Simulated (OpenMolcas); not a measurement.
Ti2+: CASPT2 settings compared

```
Program             : OpenMolcas 26.06
Basis               : ANO-RCC-VTZP [6s5p3d2f1g]
Scalar Hamiltonian  : DKH4, point nucleus
Active space        : 2 electrons in 10 orbitals (3d 4d)
State averaging     : 2S+1 = 3 even, 10 roots; 2S+1 = 1 even, 15 roots kept (CI in the orbitals of an earlier block)
Spin-orbit coupling : RASSI with atomic mean-field integrals over the reference wave functions, term energies averaged over their components
```

Methods on the same reference wave functions:
A. CASSCF
B. SS-CASPT2, IPEA 0.4 Eh, imaginary shift 0.4 Eh (closed shells correlated: 3s 3p)
C. SS-CASPT2, IPEA 0.35 Eh, imaginary shift 0.1 Eh (closed shells correlated: 3s 3p)
D. SS-CASPT2, IPEA 0.15 Eh, imaginary shift 0.2 Eh (closed shells correlated: 2s 2p 3s 3p)

Energies in cm⁻¹ above 3d² ³F₂, the measured ground level; measured values from Corliss and Sugar, J. Phys. Chem. Ref. Data 8, 1 (1979).

```tsv
Level	A	B	C	D	Measured
3d² ³F₂	0.0	0.0	0.0	0.0	0.0
3d² ³F₃	194	195	195	195	185
3d² ³F₄	447	448	448	448	420
3d² ¹D₂	10898	8360	8250	8250	8474
3d² ³P₀	13083	11100	11060	10840	10538
3d² ³P₁	13148	11170	11120	10910	10604
3d² ³P₂	13286	11300	11260	11040	10721
3d² ¹G₄	16859	14920	14930	14950	14398
3d² ¹S₀	40044	33700	33010	33360	32476
```

Deviations, from unrounded energies. A percentage is the sum of absolute deviations over the sum of measured energies, with the sign that they share, or ± where signs differ.

```
                        Against measurement  Levels      A     B     C     D
             mean absolute deviation (cm-1)       8   2500   450   360   330
      fine structure of the ground term (%)       2   +6.0  +6.3  +6.3  +6.3
other terms of the ground configuration (%)       6  +23.1  ±4.1  ±3.3  ±3.0
```

D lies closest to measurement on these levels and A furthest from it. The largest miss of D in the table is 3d² ¹S₀, by +880 cm-1. The ranking rests on the paired levels alone, and a cruder setting can come out closer through cancelling errors.

Among B to D the level of the table that moves most is 3d² ¹S₀, by 680 cm-1 (lowest in C, highest in B). Moves below CASPT2's spread within the term are not significant.

The mean deviations of B to D differ by less than CASPT2's widest spread within a term (710 cm-1), so their order carries little weight.

From A to B the spin-free energies of the other terms of 3d² shown, above ³F, scale by factors of 0.76 to 0.88, as is usual when dynamic correlation screens the repulsion within a d or f shell.

The lowest spin-free term lies below A's lowest term by 0.292 hartree in B, 0.293 hartree in C, 0.327 hartree in D.

Term energies are means over components that CASPT2 splits; among the terms shown or strongly mixed into the levels shown the widest spread is 710 cm-1 (3d² ³F, D). Terms from blocks run as CI alone lack orbitals of their own. Active for correlation alone: 4d; no level in the range computed is led by a configuration that fills it, so any true level of that kind is missing. Without dynamic correlation excited terms often stand tens of per cent too high (terms of higher spin than the ground term too low), and those without a measured partner can miss by more than the paired ones (holds for A). Computed and measured levels are paired by configuration, term and J; levels that our copy of the source lacks, or whose pairing is in doubt (as where it misses far off the trend of its configuration), stay unpaired and out of the deviations. Only configurations of the active space appear.
